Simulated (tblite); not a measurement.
Species: C₇H₁₁BSi.
Cartesian coordinates in Å at the GFN2-xTB level; atoms count from 1:
```xyz
20
C7H11BSi angstrom
C      4.6484    0.3717   -1.3343
C      3.6457   -0.0889   -0.3996
C      2.8080   -0.4712    0.3769
Si     1.5300   -1.0704    1.5654
C     -0.1134   -0.5569    0.8889
C     -1.1937   -0.2269    0.4424
B     -2.5342    0.1766   -0.1135
C     -3.3676   -0.8663   -0.9574
C     -3.0844    1.6323    0.1570
H      5.6333    0.0140   -1.0336
H      4.6611    1.4614   -1.3604
H      4.4255   -0.0031   -2.3334
H      1.5922   -2.5369    1.6483
H      1.7376   -0.4379    2.8759
H     -3.0537   -0.7924   -1.9997
H     -4.4381   -0.6739   -0.9395
H     -3.1973   -1.8984   -0.6583
H     -2.2982    2.3814    0.2257
H     -3.5965    1.6357    1.1205
H     -3.8097    1.9608   -0.5841
```

All values are computed: GFN2-xTB (tblite) harmonic vibrations without scaling, gas phase. This tight-binding method is rough: wavenumbers can miss measured ones by several per cent, in bad cases by 10 to 20. Modes of hydrogen on silicon can be 10 to 20 % off. The optimisation stopped once no atom felt more than 0.01 eV/Å.

Lowest wavenumbers of the output (negative numbers stand for imaginary wavenumbers):
```
mode    cm-1
  1     -28.2
  2      -9.3
  3      28.4
  4      34.0
  5      71.7
  6      77.6
  7     107.7
  8     139.2
  9     182.7
 10     195.2
```

Task: Is this structure a minimum?

Result: Not by this Hessian. 1 mode is imaginary beyond 20i (28i cm⁻¹), and 1 more slightly so (9.3i). The curvature is small, so loose convergence or finite differences may be the whole cause.

Task: Which atoms move in the imaginary modes?

Result: 28i: H10 (methyl hydrogen) 34 %, H11 (methyl hydrogen) 33 %, H12 (methyl hydrogen) 33 %; 9i: C8 (sp3 carbon bound to boron) 28 %, C9 (sp3 carbon bound to boron) 24 %. These are shares of the mass-weighted motion.

Task: What is the remedy?

Result: Step along such a mode in both directions, optimise again with tighter thresholds and repeat the frequencies. The zero-point energy of this point (93.0 kcal/mol) counts the 52 real modes alone, and thermal corrections from it aren't those of a minimum.
